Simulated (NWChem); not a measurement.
The numbers come from NWChem runs, not from measurements. System: H3B, charge 0, spin multiplicity 1, at a geometry optimised with B3LYP/def2-SVP. The structure started from a generated list of species. Level: CCSD(T)/def2-TZVP, 1 core orbitals frozen.

Job file:

```
start mol
memory heap 100 mb stack 700 mb global 1900 mb
geometry units angstroms nocenter noautoz
  B      0.000000     0.000000    -0.000000
  H      0.000000     0.000000     1.204392
  H     -1.043033     0.000000    -0.602195
  H      1.043033     0.000000    -0.602195
  symmetry group C2v
end
basis spherical
  * library def2-tzvp
end
scf
  rhf
  nopen 0
  maxiter 100
  thresh 1e-7
  semidirect memsize 60000000 filesize 0
end
ccsd
  freeze core 1
  maxiter 60
end
task ccsd(t) energy
```

Output (cleaned and shortened):

```
             Northwest Computational Chemistry Package (NWChem) 7.3.0
             --------------------------------------------------------

                                NWChem Input Module
                                -------------------

 Scaling coordinates for geometry "geometry" by  1.889725989
 (inverse scale =  0.529177249)

 Turning off AUTOSYM since
 SYMMETRY directive was detected!

                             Geometry "geometry" -> ""
                             -------------------------

 Output coordinates in angstroms (scale by  1.889725989 to convert to a.u.)

  No.       Tag          Charge          X              Y              Z
 ---- ---------------- ---------- -------------- -------------- --------------
    1 B                    5.0000     0.00000000     0.00000000     0.00000000
    2 H                    1.0000     0.00000000     0.00000000     1.20439200
    3 H                    1.0000    -1.04303300     0.00000000    -0.60219500
    4 H                    1.0000     1.04303300     0.00000000    -0.60219500

 Effective nuclear repulsion energy (a.u.)       7.3516160856

            Nuclear Dipole moment (a.u.)
            ----------------------------
        X                 Y               Z
 ---------------- ---------------- ----------------
     0.0000000000     0.0000000000     0.0000037795

      Symmetry information
      --------------------

 Group name             C2v
 Group number             16
 Group order               4
 No. of unique centers     3

      Symmetry unique atoms

     1    2    3


 Summary of "ao basis" -> "" (spherical)
 ------------------------------------------------------------------------------
       Tag                 Description            Shells   Functions and Types
 ---------------- ------------------------------  ------  ---------------------
 *                         def2-tzvp                  on all atoms

 Summary of "ao basis" -> "ao basis" (spherical)
 ------------------------------------------------------------------------------
       Tag                 Description            Shells   Functions and Types
[...]
 ccsd(t): done       15 out of       45 progress:   33.3%
 ccsd(t): done       16 out of       45 progress:   35.6%
 ccsd(t): done       17 out of       45 progress:   37.8%
 ccsd(t): done       18 out of       45 progress:   40.0%
 ccsd(t): done       19 out of       45 progress:   42.2%
 ccsd(t): done       20 out of       45 progress:   44.4%
 ccsd(t): done       21 out of       45 progress:   46.7%
 ccsd(t): done       22 out of       45 progress:   48.9%
 ccsd(t): done       23 out of       45 progress:   51.1%
 ccsd(t): done       24 out of       45 progress:   53.3%
 ccsd(t): done       25 out of       45 progress:   55.6%
 ccsd(t): done       26 out of       45 progress:   57.8%
 ccsd(t): done       27 out of       45 progress:   60.0%
 ccsd(t): done       28 out of       45 progress:   62.2%
 ccsd(t): done       29 out of       45 progress:   64.4%
 ccsd(t): done       30 out of       45 progress:   66.7%
 ccsd(t): done       31 out of       45 progress:   68.9%
 ccsd(t): done       32 out of       45 progress:   71.1%
 ccsd(t): done       33 out of       45 progress:   73.3%
 ccsd(t): done       34 out of       45 progress:   75.6%
 ccsd(t): done       35 out of       45 progress:   77.8%
 ccsd(t): done       36 out of       45 progress:   80.0%
 ccsd(t): done       37 out of       45 progress:   82.2%
 ccsd(t): done       38 out of       45 progress:   84.4%
 ccsd(t): done       39 out of       45 progress:   86.7%
 ccsd(t): done       40 out of       45 progress:   88.9%
 ccsd(t): done       41 out of       45 progress:   91.1%
 ccsd(t): done       42 out of       45 progress:   93.3%
 ccsd(t): done       43 out of       45 progress:   95.6%
 ccsd(t): done       44 out of       45 progress:   97.8%
 ccsd(t): done       45 out of       45 progress:  100.0%
 Time for integral evaluation pass     1        0.41
 Time for triples evaluation pass      1        0.04

 pseudo-e(mp4)  -0.23983037562300E-02
 pseudo-e(mp5)   0.57574579508715E-04
        e(t)    -0.23407291767213E-02

 --------------
 CCSD(T) Energy
 --------------
 Reference energy:                     -26.399846990651639

 CCSD corr. energy:                     -0.129262975068425
 T(CCSD) corr. energy:                  -0.002398303756230
 Total CCSD+T(CCSD) energy:            -26.531508269476294

 CCSD corr. energy:                     -0.129262975068425
 (T) corr. energy:                      -0.002340729176721
 Total CCSD(T) energy:                 -26.531450694896787

 routine      calls  cpu(0)   cpu-min  cpu-ave  cpu-max   i/o
 aoccsd          1     0.00     0.00     0.00     0.00    0.00
 iterdrv         1     0.01     0.01     0.01     0.01    0.00
 pampt           9     0.01     0.01     0.01     0.01    0.00
 t2pm            9     0.02     0.02     0.02     0.02    0.00
 sxy             9     0.10     0.10     0.10     0.10    0.00
 ints       685584     5.28     5.28     5.28     5.28    0.00
 t2eri        2484     0.35     0.35     0.35     0.35    0.00
 idx2         2484     0.08     0.08     0.08     0.08    0.00
 idx34           9     0.00     0.00     0.00     0.00    0.00
 ht2pm           9     0.03     0.03     0.03     0.03    0.00
 itm             9     0.05     0.05     0.05     0.05    0.00
 pdiis           9     0.01     0.01     0.01     0.01    0.00
 triples         1     0.00     0.00     0.00     0.00    0.00
 rdtrpo          1     0.00     0.00     0.00     0.00    0.00
 trpmos          1     0.41     0.41     0.41     0.41    0.00
 trpdrv          1     0.01     0.01     0.01     0.01    0.00
 dovvv        1620     0.02     0.02     0.02     0.02    0.00
 doooo        1620     0.00     0.00     0.00     0.00    0.00
 tengy        1215     0.01     0.01     0.01     0.01    0.00
 Total                 6.40     6.40     6.40     6.40    0.00

 Task  times  cpu:        7.1s     wall:        7.1s

 Total times  cpu:        7.2s     wall:        7.2s
```
